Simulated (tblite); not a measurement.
Compound: C6H7F2 (doublet state).
SMILES: `[CH]1[C@@]2([C@H]([C@@H]1F)CC2)F`

All values are computed: GFN2-xTB (tblite) harmonic vibrations without scaling, gas phase. Against measured fundamentals such values can be off by several per cent, at times by over 20. Open shells enter through the occupations alone, without spin polarisation, and single modes of such species can be off by tens of per cent.

Harmonic wavenumbers (cm⁻¹): 90.7, 211.4, 281.8, 305.7, 349.8, 365.5, 412.8, 527.1, 618.6, 703.1, 784.3, 872.1, 906.5, 939.9, 967.3, 1016.1, 1032.4, 1042.4, 1051.3, 1071.8, 1104.8, 1125.1, 1136.9, 1172.7, 1186.5, 1224.2, 1234.5, 1250.3, 1280.7, 1284.0, 1445.3, 1469.4, 2897.2, 3013.9, 3026.0, 3030.3, 3036.7, 3048.2, 3154.2.

A = 3326, B = 1849, C = 1437 MHz; mass 117.052 u (most abundant isotopes); point group C1, symmetry number 1; spin multiplicity 2.

Problem. What is the zero-point energy?

Solution. Half the sum of the wavenumbers: 24836 cm⁻¹ = 71.01 kcal/mol.

Problem. What is S at 298.15 K and 1 bar for an ideal gas of classical rigid rotors and harmonic oscillators?

Solution. Translation 40.21, rotation 27.99, vibration 14.67, spin (R ln 2) 1.38: S = 84.2 cal/(mol K).

Problem. And Cp and H(298.15 K) − H(0)?

Solution. Cp = 29.16 cal/(mol K), of which vibrations give 21.21 (their classical limit is 39 R = 77.5); H(298.15 K) − H(0) = 5.03 kcal/mol without the zero-point energy, 2.66 from vibrations.

Problem. Which modes carry the vibrational entropy at 298.15 K?

Solution. 90.7 cm⁻¹: 3.64; 211.4 cm⁻¹: 2.03; 281.8 cm⁻¹: 1.52; 305.7 cm⁻¹: 1.39; 349.8 cm⁻¹: 1.17; 365.5 cm⁻¹: 1.10 cal/(mol K); the other 33 give 3.82 together.

Problem. How do the functions run with temperature in this model?

Solution. 
```json
{"T (K)": "50", "S (cal/(mol K))": "56.0", "Cp (cal/(mol K))": "9.4", "H − H(0) (kcal/mol)": "0.42", "G − H(0) (kcal/mol)": "-2.38", "ln q(vib)": "0.08"}
{"T (K)": "100", "S (cal/(mol K))": "63.4", "Cp (cal/(mol K))": "12.6", "H − H(0) (kcal/mol)": "0.96", "G − H(0) (kcal/mol)": "-5.38", "ln q(vib)": "0.41"}
{"T (K)": "373.15", "S (cal/(mol K))": "91.5", "Cp (cal/(mol K))": "36.0", "H − H(0) (kcal/mol)": "7.48", "G − H(0) (kcal/mol)": "-26.68", "ln q(vib)": "4.06"}
{"T (K)": "500", "S (cal/(mol K))": "103.5", "Cp (cal/(mol K))": "45.7", "H − H(0) (kcal/mol)": "12.69", "G − H(0) (kcal/mol)": "-39.05", "ln q(vib)": "6.22"}
{"T (K)": "750", "S (cal/(mol K))": "124.6", "Cp (cal/(mol K))": "58.4", "H − H(0) (kcal/mol)": "25.84", "G − H(0) (kcal/mol)": "-67.64", "ln q(vib)": "10.68"}
{"T (K)": "1000", "S (cal/(mol K))": "142.6", "Cp (cal/(mol K))": "66.0", "H − H(0) (kcal/mol)": "41.46", "G − H(0) (kcal/mol)": "-101.10", "ln q(vib)": "15.02"}
```

q(vib) and H(0) count from the zero-point level.

Problem. What must be added to the electronic energy to get the Gibbs energy at 298.15 K and 1 bar?

Solution. ZPE + [H(298.15 K) − H(0)] − T·S = 71.01 + 5.03 − 25.12 = 50.92 kcal/mol.

Hindered rotation and anharmonicity are outside this model. The structure is chiral; the term R ln 2 for an equal mix with its mirror image is left out.
